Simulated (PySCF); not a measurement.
Computed shifts of a molecule CH12N2Si3, PBE0/pcSseg-1 in PySCF, GIAO, gas phase, equivalent atoms averaged, in ppm (number of nuclei): ²⁹Si: -14.1 (1), -55.1 (1), -58.4 (1). ¹³C: 1.5 (1). ¹⁵N: 19.4 (1), 18.2 (1). ¹H: 5.40 (1), 4.95 (6), 0.69 (3), 0.57 (1), 0.25 (1). References: ²⁹Si against TMS (σ = 352.7 ppm); ¹³C against TMS (σ = 186.3 ppm); ¹⁵N against NH3 (σ = 267.4 ppm); ¹H against TMS (σ = 31.56 ppm), references at their B3LYP-D3(BJ)/def2-TZVP geometries, non-relativistic. The structure is a stationary point at r2SCAN-D4/def2-SVP. Other conformers were not sampled.

Question: Which molecule gave these data?
A. C[SiH](N[SiH3])N[SiH3]
B. C[SiH]([SiH2]N)[SiH2]N
C. C[Si@@H]([SiH3])N[SiH2]N
D. C[Si@@H](N)[SiH2][SiH2]N

Answer: A, C[SiH](N[SiH3])N[SiH3]
